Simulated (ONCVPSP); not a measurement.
# Co: one change to an ONCV potential, before and after

```json
{"Element": "Co", "Generator": "ONCVPSP 4.0.1", "Type": "optimised norm-conserving Vanderbilt (ONCV)", "Functional": "LDA (Perdew-Wang 92)", "Relativity": "scalar-relativistic", "Frozen core": "[Ne]", "Valence charge": "17", "Reference configuration": "3s2 3p6 3d7.5 4s1.5", "Partial waves": "3s+4s: rc 1.10 bohr, ncon 3, nbas 7, qcut 9.8 1/bohr, 2 projectors; 3p: rc 1.05 bohr, ncon 4, nbas 9, qcut 13 1/bohr, 2 projectors, debl 3.4 Ha; 3d: rc 1.70 bohr, ncon 4, nbas 9, qcut 10.2 1/bohr, 2 projectors, debl 1.2 Ha", "Local potential": "polynomial inside 0.80 bohr (lpopt 4, dvloc0 6 Ha)", "Core correction": "Teter function, fcfact 4, rcfact 1.25"}
```

Change: s: qcut 7.4.

Cutoffs: the cutoffs (Ha) at which the residual kinetic energy of the hardest occupied pseudo-wave falls to 1 and 0.1 mHa per electron; they do not see the model core or the augmentation charge, which bear on the density cutoff. Errors are all-electron minus pseudo energies relative to the spin-unpolarised reference configuration.

**Question.** What does the change do?

**Answer.** The potential gets harder (38 Ha and 43 Ha → 38 Ha and 116 Ha); of the 4 tests that both files solve, the error grows in 1 and shrinks in 0 by more than 15 % and 0.3 meV (median size 3.8 → 3.7 meV); neither file shows a bound ghost.

| quantity | base | changed |
| --- | --- | --- |
| cutoff, loose | 38 Ha | 38 Ha |
| cutoff, tight | 43 Ha | 116 Ha |
| loose cutoff by channel | s 37 Ha, p 36 Ha, d 38 Ha | s 27 Ha, p 36 Ha, d 38 Ha |
| bound ghosts | none | none |
| GHOST(+) flags under 300 eV | none | none |
| error for 3s2 3p6 3d7 4s2, meV [ΔE 0.98 eV] | +13 | +12 |
| error for 3s2 3p6 3d7 4s1, meV [ΔE 10.27 eV] | +4.1 | +4.1 |
| error for 3s2 3p6 3d7 4s0, meV [ΔE 27.35 eV] | -1.4 | -1.9 |
| error for 3s2 3p6 3d7 4s0 4p2, meV [ΔE 10.13 eV] | +3.5 | +3.3 |
| s: phases at 1.12 bohr within 0.05 rad from the reference energy up to (Ha; the scan ends near 5) | to the end of the scan | to the end of the scan |
| p: phases at 1.06 bohr within 0.05 rad from the reference energy up to (Ha; the scan ends near 5) | to the end of the scan | to the end of the scan |
| d: phases at 1.73 bohr within 0.05 rad from the reference energy up to (Ha; the scan ends near 5) | to the end of the scan | to the end of the scan |
| rms error of d²Exc/dni dnj with the model core, mHa | 0.80 | 0.87 |
